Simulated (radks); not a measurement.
The numbers below are computed, except where a source is named.
Spin polarisation of the 3d7 shell in neutral cobalt. Start: [Ar] 3d(up 3.5, down 3.5) 4s2; electrons of 3d are moved from spin down to spin up, other shells keep equal spins. Code: a radial shooting solver on a logarithmic mesh with Libxc functionals. Model: scalar-relativistic Kohn-Sham, PBE, spin-polarised, spherical densities, finite nucleus; Fermi nuclear charge, rms radius of each element as measured or else 0.836 A^(1/3) + 0.57 fm.

| moment (Bohr magnetons) | E - E(0) (eV) | e(3d up) (eV) | e(3d down) (eV) | 4s down minus up (eV) | 3p down minus up (eV) |
|---|---|---|---|---|---|
| 0 | 0.000 | -8.204 | -8.204 | 0.000 | 0.000 |
| 0.75 | -0.135 | -8.549 | -7.831 | 0.136 | 0.810 |
| 1.5 | -0.539 | -8.866 | -7.429 | 0.272 | 1.620 |
| 2.25 | -1.212 | -9.152 | -6.998 | 0.410 | 2.430 |
| 3 | -2.154 | -9.408 | -6.538 | 0.550 | 3.240 |

At moment 3 the spin-polarisation energy is -2.154 eV and the 3d exchange splitting 2.870 eV, that is 0.957 eV per Bohr magneton; E = -I m^2/4 would give I = 0.958 eV.
